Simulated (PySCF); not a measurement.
## Electron correlation in Al+ (aluminium, charge +1)

[Ne] 3s2, closed-shell 1S. Computed with PySCF 2.14 in cc-pVDZ-DK (4s3p1d, 18 functions), with the spin-free X2C one-electron Hamiltonian (Gaussian nucleus). Frozen: [Ne]; 2 electrons correlated.

Total MP2 correlation energy: -24.97 mhartree.

Same-spin part 0.00 and opposite-spin part -24.97 mhartree; SCS-MP2 scales them by 1/3 and 6/5 to -29.97 mhartree.

With two correlated electrons CCSD is exact within the correlated space (frozen core and kept virtual orbitals).

| level | correlation energy (mhartree) |
| --- | --- |
| CCSD | -38.40 |

Diagnostics: T1 = 0.0075, D1 = 0.0105, largest double amplitude 0.114.

Q: Is a single reference adequate?

A: Mostly. T1 lies below 0.03, but a double amplitude of this size points to a near-degeneracy that CCSD handles and MP2 describes poorly.
